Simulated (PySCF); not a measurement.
Isomers of C4H4. Gas-phase values, no solvent. Strings in code marks are SMILES.

The vertical ionisation energy (Delta-SCF) from two functionals at the same geometries (CAM-B3LYP-D3(BJ)/def2-TZVP), both in PySCF: PBE-D3(BJ)/def2-TZVP and TPSSh-D3(BJ)/def2-TZVP. Delta-SCF ions had no search for a lower state. 

| species | PBE-D3(BJ)/def2-TZVP (eV) | TPSSh-D3(BJ)/def2-TZVP (eV) |
|---|---|---|
| `C#CC=C` | 9.38 | 9.28 |
| `C1=CC=C1` | 7.95 | 7.79 |
| `C1C(C=1)=C` | 8.31 | 8.12 |
| `C=C=C=C` | 9.23 | 9.10 |

Over these rows, drawn at random from the members with no instability flagged (it was tested for open shells, ions and some series alone), PBE minus TPSSh-D3(BJ): mean +0.14 eV, from +0.10 eV to +0.18 eV.
